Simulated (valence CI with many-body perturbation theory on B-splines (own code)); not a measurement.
## Hyperfine factors and g values of W LXI

Computed by valence CI with perturbative core correlation (CI+MBPT): four valence electrons over a frozen Dirac-Fock core [Ne], radial functions for each j: 11 s, 11 p, 10 d, 8 f, 5 g, 2 h, with the one-electron correlation potential Σ1 (screened to all orders), the two-electron term Σ2, the three-electron term Σ3, Breit, model QED; selected single and double excitations, second order for the rest, scaled by the run's own slope (own B-spline code, finite nucleus).

No measured spectrum was set against this ion. As an estimate, large intervals hold to a few tenths of a per cent, small ones and those within an open d or f shell to about a per cent. Among the levels kept, up to 580 cm⁻¹ of a level comes from second order outside the variational space, and about a tenth of that is noise between levels of different J, which matters for small intervals.

A/g_I is the dipole constant over the nuclear g factor μ/I (μ in nuclear magnetons, uniformly magnetised nucleus), B/Q the quadrupole constant per barn. Both hold the static response of the core; the bare values leave it out. Large factors of s and p1/2 electrons are usually good to 5 to 10 %; those of open d and f shells near neutrality can be off by tens of per cent, and small factors of p3/2, d and f electrons come from cancelling terms and can be off by a factor of two or in sign, in half-filled shells by more. B is blank for J = 1/2, where it vanishes, and for nearly pure S terms. Energies count from the lowest level. Levels with J = 0 are left out.

Levels are named by their leading jj configuration (3d3/2^4 stands for four electrons in 3d with j = 3/2), which in mixed levels can hold well under half, so a name can repeat and another be missing. Letters in brackets count levels of one name in rising energy.

```
                         Level  E (eV)      g  A/g_I (MHz)  A/g_I bare  B/Q (MHz/b)  B/Q bare
        (3s^2 3p1/2 3p3/2) J=1   347.8  1.489      -203000     -195000       215000    213000
        (3s^2 3p1/2 3p3/2) J=2   357.1  1.162       633000      624000       400000    394000
        (3s 3p1/2^2 3p3/2) J=2   516.5  1.523      1540000     1520000       402000    396000
        (3s 3p1/2^2 3p3/2) J=1   544.2  1.045     -1010000     -985000       225000    223000
        (3s^2 3p1/2 3d3/2) J=2   568.0  0.753       562000      555000        86700     88700
        (3s^2 3p1/2 3d3/2) J=1   611.8  0.879      -477000     -462000        68200     68600
        (3s^2 3p1/2 3d5/2) J=2   668.7  1.285      -214000     -206000        61200     63100
        (3s^2 3p1/2 3d5/2) J=3   669.9  1.104       356000      353000        65800     68400
            (3s^2 3p3/2^2) J=2   712.0  1.311       222000      221000        30900     30500
        (3s 3p1/2^2 3d3/2) J=1   740.9  0.440     -1270000    -1240000        36100     37200
        (3s 3p1/2^2 3d3/2) J=2   748.3  1.127      1470000     1440000        69500     71500
        (3s 3p1/2^2 3d5/2) J=3   836.6  1.344       978000      962000        66000     68500
        (3s 3p1/2^2 3d5/2) J=2   850.6  1.025      -858000     -835000        48000     50300
    (3s 3p1/2 3p3/2^2) J=2 [a]   855.7  1.526      1000000      986000        91700     90500
        (3s 3p1/2 3p3/2^2) J=3   874.2  1.311      1350000     1320000        21300     21100
    (3s 3p1/2 3p3/2^2) J=2 [b]   900.5  1.082       147000      149000       -24200    -23700
    (3s 3p1/2 3p3/2^2) J=1 [a]   900.6  1.269      1140000     1120000      -301000   -297000
    (3s 3p1/2 3p3/2^2) J=1 [b]   912.0  1.341       920000      906000       226000    223000
        (3s^2 3p3/2 3d3/2) J=3   953.1  1.082       202000      203000       466000    463000
        (3s^2 3p3/2 3d3/2) J=2   957.3  1.058        34300       38400       -32800    -32400
        (3s^2 3p3/2 3d3/2) J=1   957.9  1.117       255000      254000      -209000   -208000
        (3s^2 3p3/2 3d5/2) J=4  1010.2  1.238       110000      112000       526000    523000
        (3s^2 3p3/2 3d5/2) J=2  1019.9  1.229        81400       83900      -278000   -274000
        (3s^2 3p3/2 3d5/2) J=3  1042.9  1.199       126000      127000        -5570     -3210
        (3s^2 3p3/2 3d5/2) J=1  1053.1  1.072       -28500      -24100        70400     70500
(3s 3p1/2 3p3/2 3d3/2) J=2 [a]  1059.5  1.171       390000      387000        -1270     -1140
(3s 3p1/2 3p3/2 3d3/2) J=1 [a]  1069.5  1.134       580000      573000      -198000   -196000
(3s 3p1/2 3p3/2 3d3/2) J=3 [a]  1075.0  1.130       880000      866000       128000    128000
(3s 3p1/2 3p3/2 3d3/2) J=2 [b]  1079.3  1.183       492000      487000       -47800    -47600
    (3s 3p1/2 3p3/2 3d3/2) J=4  1092.1  1.158      1050000     1030000       396000    394000
(3s 3p1/2 3p3/2 3d3/2) J=2 [c]  1106.0  0.909       628000      619000      -140000   -138000
(3s 3p1/2 3p3/2 3d3/2) J=3 [b]  1112.5  1.271       924000      910000       369000    365000
(3s 3p1/2 3p3/2 3d3/2) J=1 [b]  1117.0  1.704      2210000     2170000       141000    139000
(3s 3p1/2 3p3/2 3d3/2) J=2 [d]  1119.0  1.378      1030000     1010000       118000    115000
```

(1) Take the isotope of mass number 183, with I = 1/2, μ = 0.11739 μN. What is the hyperfine structure of (3s 3p1/2^2 3p3/2) J=1?

## Answers

(1) From the table A = -238000 MHz. Shifts from the centre of gravity in MHz: F = 1/2: 238000, F = 3/2: -119000.
